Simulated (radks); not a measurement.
Au II, 78 electrons, occupied as [Xe] 4f11 5d8 6s1 6p4 (not the ground configuration).

Method: scalar-relativistic Kohn-Sham, r2SCAN, spin-polarised, spherical densities, finite nucleus; open shells are filled with parallel spins first (spin-orbit coupling, left out, can overturn this in heavy ions); meta-GGA in the generalised Kohn-Sham scheme; Fermi nuclear charge, rms radius 5.4371 fm; computed with a radial shooting solver on a logarithmic mesh with Libxc functionals.

Energy parts (hartree):
| part | energy |
|---|---|
| total | -18996.4682 |
| kinetic | 21247.9563 |
| electron-nucleus | -47078.9968 |
| Hartree | 7193.5396 |
| exchange-correlation | -358.9673 |

Orbitals (lengths in bohr, moments of r in powers of bohr; <r^-3> diverges for s and p1/2; r(max) is where P^2 peaks):
orbital  occ.  eigenvalue (hartree)   <1/r>  <r^-3>   r(max)
1s up       1             -2973.707   95.70       -  0.01042
1s down     1             -2973.703   95.70       -  0.01042
2s up       1             -528.1791   22.46       -  0.06016
2s down     1             -528.1638   22.46       -  0.06016
2p up       3             -456.9745   19.97   25480  0.04982
2p down     3             -456.9603   19.97   25480  0.04982
3s up       1             -127.5739   8.334       -   0.1695
3s down     1             -127.4470   8.340       -   0.1695
3p up       3             -106.8321   7.598    5840   0.1689
3p down     3             -106.7019   7.603    5849   0.1689
3d up       5             -84.59079   7.139   722.2   0.1379
3d down     5             -84.48569   7.144   723.4   0.1378
4s up       1             -30.16417   3.597       -   0.3813
4s down     1             -29.95137   3.592       -   0.3815
4p up       3             -23.25833   3.261    1440   0.4005
4p down     3             -23.05425   3.256    1434   0.4007
4d up       5             -14.94655   2.939   158.4   0.4068
4d down     5             -14.74259   2.934   157.6   0.4070
4f up       7              -5.76843   2.567   32.06   0.3677
4f down     4              -5.55406   2.559   31.89   0.3685
5s up       1              -5.85945   1.535       -   0.8241
5s down     1              -5.72747   1.528       -   0.8259
5p up       3              -3.87231   1.335   280.8   0.9112
5p down     3              -3.75120   1.331   277.9   0.9135
5d up       5              -1.52505   1.037   21.88    1.080
5d down     3              -1.40518   1.040   21.92    1.082
6s up       1              -0.94179  0.5975       -    1.923
6s down     0              -0.78452  0.5852       -    1.940
6p up       3              -0.53264  0.4781   35.09    2.329
6p down     1              -0.41644  0.4405   27.92    2.437

The highest occupied level is 6p down at -11.332 eV. The configuration is held as typed, so some empty levels lie below it. Summed over all electrons, <r^2> = 68.92 bohr^2, which gives a Langevin (diamagnetic) susceptibility term of -54.6 x 10^-6 cm^3/mol.
